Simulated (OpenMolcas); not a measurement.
## Os+: from RASSCF to RASPT2

```
Program             : OpenMolcas 26.06
Basis               : ANO-RCC-VTZP [8s7p5d3f2g1h]
Scalar Hamiltonian  : DKH2, point nucleus
Active space        : 7 electrons in 9 orbitals (RAS2 5d 6s; RAS3 6p, at most 2 electrons)
State averaging     : 2S+1 = 6 even, 6 roots; 2S+1 = 4 even, 84 roots kept (CI in the orbitals of an earlier block); 2S+1 = 2 even, 90 roots kept (CI in the orbitals of an earlier block); 2S+1 = 6 odd, 15 roots; 2S+1 = 8 odd, 3 roots kept (CI in the orbitals of an earlier block); 2S+1 = 4 odd, 15 roots kept (CI in the orbitals of an earlier block); 2S+1 = 2 odd, 9 roots kept (CI in the orbitals of an earlier block, 0 in the spin-orbit step)
Spin-orbit coupling : state interaction with AMFI integrals over the reference wave functions, term energies averaged over their components
```

Methods on the same reference wave functions:
A. RASSCF
B. SS-RASPT2, IPEA 0.25 Eh, imaginary shift 0.1 Eh (closed shells correlated: 5s 5p)
C. MS-RASPT2, IPEA 0.25 Eh, imaginary shift 0.1 Eh (closed shells correlated: 5s 5p)

Energies in eV above 5d⁶ 6s ⁶D_9/2, the measured ground level; measured values from NIST Handbook of Basic Atomic Spectroscopic Data.

```csv
Level,A,B,C,Measured
5d⁶ 6s ⁶D_9/2,0.0000,0.0000,0.0000,0.0000
5d⁶ 6s ⁶D_7/2,0.4463,0.473,0.473,0.4455
5d⁶ 6s ⁶D_5/2 [60 %],0.5866,0.526,0.526,0.4871
5d⁶ 6s ⁶D_3/2,0.7704,0.748,0.748,0.6933
5d⁶ 6s ⁶D_1/2,0.8777,0.873,0.873,0.8228
5d⁵ 6s² ⁶S_5/2 [66 %],1.0022,0.918,0.918,0.9785
5d⁷ ⁴F_9/2,1.8740,1.330,1.330,
5d⁷ ⁴F_7/2 [59 %],2.4315,1.971,1.971,
5d⁶ 6s ⁴H_13/2,2.6863,2.541,2.541,
5d⁶ 6s ⁴D_1/2(2) [57 %],3.5860,3.274,3.274,
5d⁶ 6s ²F_5/2(1) [51 %],3.6835,3.316,3.316,
5d⁶ 6s ⁴D_5/2(2) [65 %],3.7458,3.378,3.378,
5d⁶ 6s ²H_11/2 [61 %],3.7471,3.394,3.394,
5d⁶ 6s ⁴D_3/2(2),3.7858,3.418,3.418,
```

Deviations, from unrounded energies. A percentage is the sum of absolute deviations over the sum of measured energies, with the sign that they share, or ± where signs differ.

| Against measurement | Levels | A | B | C |
| --- | --- | --- | --- | --- |
| mean absolute deviation (cm-1) | 5 | 410 | 370 | 370 |
| fine structure of the ground term (%) | 4 | +9.5 | +7.0 | +7.0 |
| other configurations (%) | 1 | +2.4 | -6.2 | -6.2 |

B, C lie about equally close to measurement and A furthest from it. The largest miss of B in the table is 5d⁵ 6s² ⁶S_5/2 [66 %], by -490 cm-1. The ranking rests on the paired levels alone, and a cruder setting can come out closer through cancelling errors.

Between B and C no level of the table moves by more than 5 cm-1.

The two smallest mean deviations differ by little beside CASPT2's spread within terms, so their order carries little weight.

From A to B the spin-free energies of the other terms of 5d⁶ 6s shown, above ⁶D, scale by factors of 0.85 to 0.91.

The lowest spin-free term lies below A's lowest term by 0.391 hartree in B, 0.391 hartree in C.

CASPT2 does not keep the components of a term degenerate, so their means are used; among the terms shown or strongly mixed into the levels shown the widest spread is 340 cm-1 (5d⁶ 6s ²H, C). Some high roots are left out of the spin-orbit mixing, which shifts the levels that they would mix with. Terms from blocks run as CI alone lack orbitals of their own. Configurations are named by rounded mean occupations; where the s occupation lies near a half they are strongly mixed, a name can repeat and a true partner stay unpaired. A single d shell beside an s shell can misplace configurations of different d count against each other. Without dynamic correlation excited terms often stand tens of per cent too high (terms of higher spin than the ground term too low), and those without a measured partner can miss by more than the paired ones (holds for A). The CASPT2 spread within a term exceeds the gap to the next term for 5d⁷ ⁴F and 5d⁶ 6s ⁴P(1), so the order of their levels is uncertain, and so are names and mixing where such terms share a J (holds for B; C). Blocks of more than 70 roots (2S+1 = 4 even, 2 even) ran without multistate coupling (holds for C). Measured partners are found by configuration, term and J. A level has none where our copy of the source lacks it or the pairing is in doubt (some pairs that miss far off the trend of their configuration count as doubtful), and it then counts in no deviation. Levels of configurations outside the active space are missing. The table leaves out levels that lie high or whose names do not pair safely across all columns.

A share in square brackets marks a mixed level and gives the weight of the term that names it, the lowest over the columns. A number in round brackets counts repeated terms of one configuration in the order of the reference energies.
